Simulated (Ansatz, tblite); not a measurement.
Spin states of the cluster MgI2 (the lowest singlet isomer of a short search), each relaxed with r2SCAN-D4/def2-TZVP in Ansatz. Electronic energies in the gas phase.

In the def2 sets I takes a core potential, while STO-3G treats all electrons; there is no spin–orbit coupling. The xTB rows come from tblite. B3LYP takes the VWN-RPA correlation. Correlated methods freeze 9 core orbitals; core or outer-core shells of Mg, I are correlated, in sets that lack core-valence functions. In the triplet, I2 and I3 lie 3.29 Å apart (atoms count from 1), so these atoms are partly bonded to each other. The structure comes from a short search, and lower isomers may exist.

Singlet geometry (D∞h within 0.1 Å):

| atom | x (Å) | y (Å) | z (Å) |
| --- | --- | --- | --- |
| Mg1 | 0.003 | -0.001 | 0.000 |
| I2 | 0.755 | 2.334 | 0.617 |
| I3 | -0.758 | -2.333 | -0.617 |

Triplet geometry (C2v within 0.1 Å):

```xyz
3

Mg   -1.066   -1.048   -0.107
I     1.232   -0.313    1.287
I    -0.166    1.361   -1.180
```

Quintet geometry (D∞h within 0.1 Å):

```xyz
3

Mg    0.000    0.000    0.000
I     0.685    1.250    2.946
I    -0.685   -1.250   -2.946
```

⟨S²⟩: triplet 2.01 at PBE0-D4/def2-TZVP (pure 2.00), quintet 6.01 at PBE0-D4/def2-TZVP (pure 6.00).

Run but left out: B97M-V/def2-TZVP (quintet: an occupied level 0.09 eV above an empty one).

Only these spin states were relaxed. The triplet has other bonds than the singlet, so the gap mixes isomer and spin.

```csv
level,triplet − singlet (kJ/mol),quintet − singlet (kJ/mol),lowest of these,remarks
GFN2-xTB,267.5,1272.9,singlet,–
HF/STO-3G,415.0,1394.5,singlet,HOMO above zero (quintet)
HF/def2-TZVPP,255.1,632.2,singlet,–
PBE-D4/def2-TZVP,231.6,768.6,singlet,–
r2SCAN-D4/def2-TZVP,246.9,777.7,singlet,–
B3LYP-D4/def2-TZVP,249.1,776.7,singlet,–
PBE0-D4/def2-TZVP,248.6,771.2,singlet,–
ωB97X-V/def2-TZVP,279.4,804.4,singlet,–
MP2/def2-TZVP,282.4,804.4,singlet,–
MP2/def2-TZVPP,282.4,804.4,singlet,–
CCSD/def2-TZVPP,277.4,764.2,singlet,–
CCSD(T)/def2-TZVPP,274.6,776.6,singlet,–
```

Change of the quintet − singlet gap on mixing in exact exchange, in kJ/mol: PBE to PBE0 (25 % exact exchange) 2.6.

The xTB methods have no spin-polarisation term.
